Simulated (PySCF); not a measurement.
PBE0 on Sb- (antimony, charge -1), [Kr] 4d10 5s2 5p4, high-spin 3P determinant. All numbers are calculated (PySCF 2.14, no relativity, point nucleus, in dyall-av2z (22s16p12d, 130 functions)).

```
cycle= 1 E= -6315.65213939952  delta_E= -0.0179  |g|= 0.0362  |ddm|= 0.242
cycle= 2 E= -6315.6522668933  delta_E= -0.000127  |g|= 0.0437  |ddm|= 0.0925
cycle= 3 E= -6315.65272537918  delta_E= -0.000458  |g|= 0.00367  |ddm|= 0.0426
cycle= 4 E= -6315.65273883866  delta_E= -1.35e-05  |g|= 0.00143  |ddm|= 0.0119
cycle= 5 E= -6315.65274294806  delta_E= -4.11e-06  |g|= 0.000375  |ddm|= 0.00588
cycle= 6 E= -6315.65274378392  delta_E= -8.36e-07  |g|= 7.91e-05  |ddm|= 0.00414
cycle= 7 E= -6315.65274379415  delta_E= -1.02e-08  |g|= 8.6e-06  |ddm|= 0.000398
cycle= 8 E= -6315.65274379427  delta_E= -1.14e-10  |g|= 6.54e-07  |ddm|= 4.21e-05
converged SCF energy = -6315.65274379427  <S^2> = 2.0066048  2S+1 = 3.0043999
```

Highest occupied orbital energy: 0.712 eV; ⟨L²⟩ = 2.03; populations by l: s 10.00, p 22.00, d 20.00.

Q: Can this result be used?

A: With care. Self-consistency was reached. A non-relativistic calculation at this Z misses sizeable relativistic shifts. At PBE0 the highest occupied level has a positive energy, so only the finite basis holds that electron; in a semilocal or global hybrid functional this comes from self-interaction and does not mean that the real anion is unbound.
